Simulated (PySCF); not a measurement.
# Multinuclear NMR of 1,1,2-trifluorobuta-1,3-diene

Geometry (Å), atoms numbered from 1 in this order:
```xyz
10

C     1.759    0.631    0.402
C     0.661   -0.099    0.635
C    -0.583    0.090   -0.075
F    -0.625    1.041   -1.010
C    -1.701   -0.621    0.136
F    -2.819   -0.445   -0.512
F    -1.784   -1.577    1.028
H     2.678    0.452    0.963
H     1.762    1.422   -0.351
H     0.661   -0.890    1.390
```

Isolated molecule, non-relativistic Hamiltonian, a single conformation. σ from GIAO-PBE/pcSseg-2; PBE0-D3(BJ)/def2-SVP geometry; spin–spin couplings from B3LYP/pcJ-1 (spin–dipole term only in couplings to heteroatoms); PySCF 2.14.

Predict the 19F NMR data.

Results:


```
atoms       environment  σ (ppm)  δ (ppm)
   F6  vinylic fluorine    257.6   -104.0
   F7  vinylic fluorine    274.8   -119.6
   F4  vinylic fluorine    350.9   -188.7
```

Shieldings were converted by a linear fit to measured shifts: 19F: δ = 129.84 − 0.908σ +15.4 on sp3 carbon (rms 2.5 ppm, 13 shifts, 7.0 ppm with the 2 outliers that the fit left out vs CFCl3, solution or neat liquid). A few per cent of atoms miss by over 2 rms, more outside the fitted compound classes. Couplings are scaled by factors fitted to measured values: 2J(H,H) × 0.91 (rms 0.6 Hz), 3J(H,H) × 0.91 (rms 0.4 Hz, 0.5 with 2 outliers), 1J(C,F) × 0.77 (rms 7.3 Hz), 2J(C,F) × 1.09 (rms 1.9 Hz, 5.0 with 1 outliers), 3J(C,F) × 1.48 (rms 1.3 Hz); all others are unscaled and can be 10–30 % off.

Couplings (the largest are listed; each averaged over equivalent pairs): 1J(C5,F6) = -290.1 Hz, 1J(C5,F7) = -282.8 Hz, 1J(C3,F4) = -232.9 Hz, 2J(C3,F7) = 53.6 Hz, 2J(F4,C5) = 50.6 Hz, 2J(F6,F7) = -45.1 Hz, 2J(C3,F6) = 24.1 Hz, 2J(C2,F4) = 19.3 Hz, 3J(F4,F7) = -136.5 Hz, 3J(F4,F6) = 60.6 Hz, 3J(F4,H10) = 24.3 Hz, 3J(C2,F7) = -12.6 Hz.

On a 300 MHz spectrometer 19F resonates near 282.3 MHz, so 1 ppm is 282.3 Hz.
